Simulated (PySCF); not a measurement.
## Silicon: a sound run and one with changed settings

Sound run: Si⁺ [Ne] 3s2 3p1, Si²⁺ [Ne] 3s2. Computed with PySCF 2.14 in aug-cc-pVDZ-DK, with scalar relativity by spin-free X2C-1e. In the sound run the correlated levels freeze [Ne]. The sound run starts from symmetry-adapted Hartree-Fock orbitals and uses a fine grid where one is needed.

Changed run: basis STO-3G, all-electron and non-relativistic. This setting is unsound on purpose.

```json
{"species": "Si⁺", "method": "UHF", "sound run (hartree)": "-289.17216", "changed run (hartree)": "-285.32969", "converged": "yes"}
{"species": "Si⁺", "method": "LDA", "sound run (hartree)": "-288.49827", "changed run (hartree)": "-284.57541", "converged": "yes"}
{"species": "Si⁺", "method": "TPSS", "sound run (hartree)": "-289.69205", "changed run (hartree)": "-285.77952", "converged": "yes"}
{"species": "Si⁺", "method": "MP2", "sound run (hartree)": "-289.20721", "changed run (hartree)": "-285.34477", "converged": "yes"}
{"species": "Si⁺", "method": "CCSD(T)", "sound run (hartree)": "-289.22628", "changed run (hartree)": "-285.35653", "converged": "yes"}
{"species": "Si²⁺", "method": "UHF", "sound run (hartree)": "-288.59121", "changed run (hartree)": "-284.79851", "converged": "yes"}
{"species": "Si²⁺", "method": "LDA", "sound run (hartree)": "-287.89723", "changed run (hartree)": "-284.01342", "converged": "yes"}
{"species": "Si²⁺", "method": "TPSS", "sound run (hartree)": "-289.08545", "changed run (hartree)": "-285.21244", "converged": "yes"}
{"species": "Si²⁺", "method": "MP2", "sound run (hartree)": "-288.62001", "changed run (hartree)": "-284.82189", "converged": "yes"}
{"species": "Si²⁺", "method": "CCSD(T)", "sound run (hartree)": "-288.63467", "changed run (hartree)": "-284.83875", "converged": "yes"}
```

Ionisation energy of Si⁺:

| method | sound run (eV) | changed run (eV) |
| --- | --- | --- |
| UHF | 15.808 | 14.454 |
| LDA | 16.355 | 15.292 |
| TPSS | 16.506 | 15.431 |
| MP2 | 15.979 | 14.228 |
| SCS-MP2 | 15.959 | 14.183 |
| CCSD | 16.080 | 14.089 |
| CCSD(T) | 16.099 | 14.089 |

A minimal basis cannot let orbitals breathe on ionisation and holds almost no correlation. The Hamiltonian changed with the basis, so the totals do not compare.

For comparison, NIST gives 16.346 eV between the lowest levels.
